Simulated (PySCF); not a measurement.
PySCF 2.14 output of a UHF calculation on a single atom or ion in jorge-DZP-DKH (7s4p1d, 24 functions), with the spin-free X2C one-electron Hamiltonian (Gaussian nucleus):

```
SCF conv_tol = 1e-09
number electrons alpha = 8  beta = 6
cycle= 1 E= -397.40344913612  delta_E= -0.00417  |g|= 0.0245  |ddm|= 0.0678
cycle= 2 E= -397.403921855634  delta_E= -0.000473  |g|= 0.00829  |ddm|= 0.023
cycle= 3 E= -397.403983445971  delta_E= -6.16e-05  |g|= 0.000165  |ddm|= 0.0119
cycle= 4 E= -397.403983469185  delta_E= -2.32e-08  |g|= 2.27e-05  |ddm|= 0.000384
cycle= 5 E= -397.40398346961  delta_E= -4.25e-10  |g|= 4.15e-06  |ddm|= 7.71e-05
converged SCF energy = -397.40398346961  <S^2> = 2.0086801  2S+1 = 3.0057812
```

The run itself started from symmetry-adapted Hartree-Fock orbitals and held the occupation by maximum overlap, so the iterations belong to that start.

Q: Which element, charge and spin multiplicity is this?

A: S²⁺ (sulfur, charge +2), multiplicity 3; the state was [Ne] 3s2 3p2, high-spin 3P determinant.
